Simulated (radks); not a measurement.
The numbers below are computed, except where a source is named.
Ionisation of the carbon ion C2+, [He] 2s2, to C3+, [He] 2s1, under several functionals. Scalar-relativistic Kohn-Sham, spin-polarised, spherical densities, finite nucleus; open shells are filled with parallel spins first; a radial shooting solver on a logarithmic mesh with Libxc functionals.

functional,E(C2+) (hartree),Exc (hartree),IE (eV),-e(HOMO) (eV),<r> HOMO (bohr),IE error (eV)
BP86,-36.52433,-4.41325,47.201,40.466,1.360,-0.687
"LDA (Slater exchange, VWN5 correlation)",-36.14658,-4.00839,46.969,40.174,1.366,-0.919
RPBE,-36.54562,-4.43535,47.236,40.421,1.362,-0.652
SOGGA,-36.28597,-4.16061,46.711,40.073,1.365,-1.177
Wu-Cohen GGA,-36.38905,-4.26952,46.881,40.254,1.363,-1.007
"LDA (Slater exchange, Perdew-Wang correlation)",-36.14543,-4.00717,46.965,40.170,1.366,-0.923

NIST Atomic Spectra Database: 47.888 eV (measured). Closest: RPBE. The Delta-SCF values span 0.53 eV, the total energies 0.40 hartree. The highest occupied level is 2s.
